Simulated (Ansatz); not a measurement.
Mulliken charges of CH3BrClIn (`[CH3][In]([Cl])[Br]`) from r2SCAN/def2-TZVPP in Ansatz (PBE0-D4/def2-TZVP geometry).

```json
{"atom": "C1", "x (Å)": "-0.131", "y (Å)": "1.135", "z (Å)": "-0.020", "charge (e)": "-0.421"}
{"atom": "In2", "x (Å)": "0.121", "y (Å)": "-0.977", "z (Å)": "0.036", "charge (e)": "0.823"}
{"atom": "Cl3", "x (Å)": "1.857", "y (Å)": "-2.020", "z (Å)": "1.178", "charge (e)": "-0.379"}
{"atom": "Br4", "x (Å)": "-1.347", "y (Å)": "-2.603", "z (Å)": "-1.087", "charge (e)": "-0.347"}
{"atom": "H5", "x (Å)": "-1.178", "y (Å)": "1.369", "z (Å)": "-0.208", "charge (e)": "0.111"}
{"atom": "H6", "x (Å)": "0.193", "y (Å)": "1.560", "z (Å)": "0.928", "charge (e)": "0.110"}
{"atom": "H7", "x (Å)": "0.484", "y (Å)": "1.536", "z (Å)": "-0.827", "charge (e)": "0.102"}
```

Task: By hand: the dipole of these point charges (1 e Å = 4.8032 D).

Result: Σ q r = (-0.142, 0.867, -0.037) e Å, of length 0.879 e Å = 4.22 D.

Task: How does the dipole of the full density compare? (An estimate is asked.)

Result: Ansatz gave: (-0.123, 0.733, -0.043) e Å, 3.58 D; the point charges give 1.18 times that, at 1° from its direction.

Point charges leave out the atoms' own dipoles, such as those of lone pairs, and Mulliken's split depends on the basis, so the two needn't agree.
